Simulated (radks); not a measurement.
Species: Ba+. Configuration: [Xe] 6s1.

All-electron calculation, scalar-relativistic Kohn-Sham, r2SCAN, spin-polarised, spherical densities, finite nucleus; open shells are filled with parallel spins first (spin-orbit coupling, left out, can overturn this in heavy ions); meta-GGA in the generalised Kohn-Sham scheme; Fermi nuclear charge, rms radius 4.8378 fm. Program: a radial shooting solver on a logarithmic mesh with Libxc functionals.

Energy parts (hartree):
| part | energy |
|---|---|
| total | -8136.0783 |
| kinetic | 8588.8160 |
| electron-nucleus | -19673.5462 |
| Hartree | 3146.5760 |
| exchange-correlation | -197.9241 |

Orbitals (lengths in bohr, moments of r in powers of bohr):
orbital  occ.  eigenvalue (hartree)      <r>
1s up       1             -1371.710  0.02558
1s down     1             -1371.710  0.02558
2s up       1             -217.6700   0.1097
2s down     1             -217.6699   0.1097
2p up       3             -195.0932  0.09620
2p down     3             -195.0930  0.09620
3s up       1             -46.37639   0.2914
3s down     1             -46.37607   0.2914
3p up       3             -39.09470   0.2896
3p down     3             -39.09436   0.2895
3d up       5             -28.53101   0.2666
3d down     5             -28.53068   0.2666
4s up       1              -9.37100   0.6744
4s down     1              -9.37010   0.6744
4p up       3              -7.00873   0.7157
4p down     3              -7.00779   0.7157
4d up       5              -3.56747   0.8008
4d down     5              -3.56615   0.8006
5s up       1              -1.48245    1.645
5s down     1              -1.47987    1.647
5p up       3              -0.91716    1.916
5p down     3              -0.91421    1.906
5d up       0              -0.25809    3.177
6s up       1              -0.29138    4.361
6p up       0              -0.18907    5.237

The highest occupied level is 6s up at -7.929 eV. The spin density at the nucleus is 16.49 e/bohr^3 (1s 0.11, 2s 0.05, 3s 0.02, 4s 0.06, 5s 0.54, 6s 15.72). For comparison, the ionisation energy in NIST's Atomic Spectra Database is 10.004 eV (measured). In exact Kohn-Sham theory the highest level is minus the ionisation energy, but local and semilocal functionals leave it too shallow, through self-interaction and a potential that decays too fast; potentials with the right tail come closer. Summed over all electrons, <r^2> = 65.77 bohr^2, which gives a Langevin (diamagnetic) susceptibility term of -52.1 x 10^-6 cm^3/mol. The electron density at the nucleus is 3.342e+05 e/bohr^3 (large components only).
